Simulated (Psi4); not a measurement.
H12FeO6 (SMILES [OH2]->[Fe+2](<-[OH2])(<-[OH2])(<-[OH2])(<-[OH2])<-[OH2]), charge +2, quintet (typed; the unrestricted solution is spin-contaminated), geometry from GFN2-xTB (such geometries of metal compounds can be far from the true shape); B3LYP5/STO-3G (Psi4).

Input for Psi4:
```
memory 2 GB

molecule {
2 5
Fe    0.00000000   -0.00000000    0.00000000
O    -0.79869208    1.92121829   -1.09025522
H    -1.60432048    1.99945531   -1.61214037
H    -0.38758544    2.79198585   -1.10691230
O     1.85894760    1.21084107    0.77189568
H     1.92753391    1.70637022    1.59485925
H     2.70860665    1.31341871    0.33021753
O     1.19333566   -0.60035771   -1.93214022
H     1.74944912   -1.37738050   -2.05253820
H     1.22668203   -0.11988749   -2.76614181
O    -1.19333566    0.60035771    1.93214022
H    -1.74944912    1.37738050    2.05253820
H    -1.22668203    0.11988749    2.76614181
O    -1.85894760   -1.21084107   -0.77189568
H    -1.92753391   -1.70637022   -1.59485925
H    -2.70860665   -1.31341871   -0.33021753
O     0.79869208   -1.92121829    1.09025522
H     0.38758544   -2.79198585    1.10691230
H     1.60432048   -1.99945531    1.61214037
}

set {
  basis sto-3g
  reference uks
  scf_type pk
  puream true
  d_convergence 1e-8
  dft_radial_points 99
  dft_spherical_points 590
}

energy('b3lyp5')
print_variables()
```

Question: Write the output that Psi4 gives for this input, abridged.

Answer: 
```
   => Loading Basis Set <=

    Name: STO-3G
    Role: ORBITAL
    Keyword: BASIS

         ---------------------------------------------------------
                                   SCF
               by Justin Turney, Rob Parrish, Andy Simmonett
                          and Daniel G. A. Smith
                              UKS Reference
         ---------------------------------------------------------

  ==> Geometry <==

    Molecular point group: ci
    Full point group: Ih

    Geometry (in Angstrom), charge = 2, multiplicity = 5:

       Center              X                  Y                   Z               Mass
    ------------   -----------------  -----------------  -----------------  -----------------
         FE           0.000000000000     0.000000000000     0.000000000000    55.934936330000
         O           -0.798692080000     1.921218290000    -1.090255220000    15.994914619570
         H           -1.604320480000     1.999455310000    -1.612140370000     1.007825032230
         H           -0.387585440000     2.791985850000    -1.106912300000     1.007825032230
         O            1.858947600000     1.210841070000     0.771895680000    15.994914619570
         H            1.927533910000     1.706370220000     1.594859250000     1.007825032230
         H            2.708606650000     1.313418710000     0.330217530000     1.007825032230
         O            1.193335660000    -0.600357710000    -1.932140220000    15.994914619570
         H            1.749449120000    -1.377380500000    -2.052538200000     1.007825032230
         H            1.226682030000    -0.119887490000    -2.766141810000     1.007825032230
         O           -1.193335660000     0.600357710000     1.932140220000    15.994914619570
         H           -1.749449120000     1.377380500000     2.052538200000     1.007825032230
         H           -1.226682030000     0.119887490000     2.766141810000     1.007825032230
         O           -1.858947600000    -1.210841070000    -0.771895680000    15.994914619570
         H           -1.927533910000    -1.706370220000    -1.594859250000     1.007825032230
         H           -2.708606650000    -1.313418710000    -0.330217530000     1.007825032230
         O            0.798692080000    -1.921218290000     1.090255220000    15.994914619570
         H            0.387585440000    -2.791985850000     1.106912300000     1.007825032230
         H            1.604320480000    -1.999455310000     1.612140370000     1.007825032230

  Running in ci symmetry.

  Rotational constants: A =      0.03948  B =      0.03948  C =      0.03948 [cm^-1]
  Rotational constants: A =   1183.67815  B =   1183.67815  C =   1183.67815 [MHz]
  Nuclear repulsion =  604.763187336922101

  Charge       = 2
  Multiplicity = 5
  Electrons    = 84
  Nalpha       = 44
  Nbeta        = 40

  ==> Algorithm <==

  SCF Algorithm Type is PK.
  DIIS enabled.
  MOM disabled.
  Fractional occupation disabled.
  Guess Type is SAD.
  Energy threshold   = 1.00e-06
  Density threshold  = 1.00e-08
  Integral threshold = 1.00e-12

  ==> Primary Basis <==

  Basis Set: STO-3G
    Blend: STO-3G
    Number of shells: 38
    Number of basis functions: 60
    Number of Cartesian functions: 61
    Spherical Harmonics?: true
    Max angular momentum: 2

  ==> DFT Potential <==

   => LibXC <=

    Version 7.1.2
    S. Lehtola, C. Steigemann, M. J. T. Oliveira, and M. A. L. Marques,  SoftwareX 7, 1–5 (2018) (10.1016/j.softx.2017.11.002)

   => Composite Functional: B3LYP5 <=

    B3LYP5 Hyb-GGA Exchange-Correlation Functional

    P. J. Stephens, F. J. Devlin, C. F. Chabalowski, and M. J. Frisch,  J. Phys. Chem. 98, 11623 (1994) (10.1021/j100096a001)

    Deriv               =              1
    GGA                 =           TRUE
    Meta                =          FALSE

    Exchange Hybrid     =           TRUE
    MP2 Hybrid          =          FALSE

   => Exchange Functionals <=

    0.0800   Slater exchange
[...]
   @UKS iter   7: -1699.86541961429225   -1.09727e+00   1.94379e-02 DIIS/ADIIS
   @UKS iter   8: -1699.89434745064136   -2.89278e-02   2.25736e-02 DIIS/ADIIS
   @UKS iter   9: -1701.18694806183635   -1.29260e+00   9.78707e-03 DIIS/ADIIS
   @UKS iter  10: -1701.26324309684333   -7.62950e-02   5.81665e-03 DIIS/ADIIS
   @UKS iter  11: -1701.27673565309124   -1.34926e-02   4.93153e-03 DIIS/ADIIS
   @UKS iter  12: -1701.45513959972754   -1.78404e-01   3.85716e-03 DIIS/ADIIS
   @UKS iter  13: -1701.46708998739541   -1.19504e-02   2.19313e-03 DIIS/ADIIS
   @UKS iter  14: -1701.47140026976649   -4.31028e-03   1.37680e-03 DIIS/ADIIS
   @UKS iter  15: -1701.47296497650655   -1.56471e-03   8.53281e-04 DIIS/ADIIS
   @UKS iter  16: -1701.47403167061748   -1.06669e-03   9.45045e-05 DIIS
   @UKS iter  17: -1701.47404754471745   -1.58741e-05   5.94813e-06 DIIS
   @UKS iter  18: -1701.47404762909969   -8.43822e-08   1.14275e-06 DIIS
   @UKS iter  19: -1701.47404763760164   -8.50196e-09   4.19917e-07 DIIS
   @UKS iter  20: -1701.47404763995860   -2.35696e-09   1.81371e-07 DIIS
   @UKS iter  21: -1701.47404764184603   -1.88743e-09   7.72974e-08 DIIS
   @UKS iter  22: -1701.47404764220937   -3.63343e-10   9.29758e-09 DIIS
  Energy and wave function converged.

  ==> Post-Iterations <==

   Electrons on quadrature grid:
      Nalpha   =   44.0000000671 ; deviation = 6.714e-08
      Nbeta    =   40.0000019861 ; deviation = 1.986e-06
      Ntotal   =   84.0000020533 ; deviation = 2.053e-06

   @Spin Contamination Metric:   1.000891777E+00
   @S^2 Expected:                6.000000000E+00
   @S^2 Observed:                7.000891777E+00
   @S   Expected:                2.000000000E+00
   @S   Observed:                2.000000000E+00

    Orbital Energies [Eh]
    ---------------------

    Alpha Occupied:

[...]
    Alpha Virtual:

[...]
      30Au     0.132820

    Beta Occupied:

[...]
      19Ag    -0.306474

    Beta Virtual:

[...]
    Final Occupation by Irrep:
             Ag    Au
    DOCC [    19,   21 ]
    SOCC [     4,    0 ]
    NA   [    23,   21 ]
    NB   [    19,   21 ]

  @UKS Final Energy: -1701.47404764220937

   => Energetics <=

    Nuclear Repulsion Energy =            604.7631873369221012
    One-Electron Energy =               -3523.2252764113973171
    Two-Electron Energy =                1306.1200045330017474
    DFT Exchange-Correlation Energy =     -89.1319631007357032
    Empirical Dispersion Energy =           0.0000000000000000
    VV10 Nonlocal Energy =                  0.0000000000000000
    Total Energy =                      -1701.4740476422093707

  UHF NO Occupations:
  HONO-2 :   21 Ag 1.0000000
  HONO-1 :   22 Ag 1.0000000
  HONO-0 :   23 Ag 1.0000000
  LUNO+0 :   24 Ag 0.9999977
  LUNO+1 :   22 Au 0.0001438
  LUNO+2 :   23 Au 0.0001438
  LUNO+3 :   24 Au 0.0001437

Computation Completed

Properties will be evaluated at   0.000000,   0.000000,   0.000000 [a0]

Properties computed using the SCF density matrix

 Multipole Moments:

 ------------------------------------------------------------------------------------
     Multipole            Electronic (a.u.)      Nuclear  (a.u.)        Total (a.u.)
 ------------------------------------------------------------------------------------

 L = 1.  Multiply by 2.5417464519 to convert [e a0] to [Debye]
 Dipole X            :          0.0000000            0.0000000            0.0000000
 Dipole Y            :          0.0000000           -0.0000000           -0.0000000
 Dipole Z            :          0.0000000           -0.0000000           -0.0000000
 Magnitude           :                                                    0.0000000

 ------------------------------------------------------------------------------------

  Variable Map:
  ----------------------------------------------------------------------------
[...]
  Array Variable Map:
  ----------------------------------------------------------------------------
[...]
[...]
```
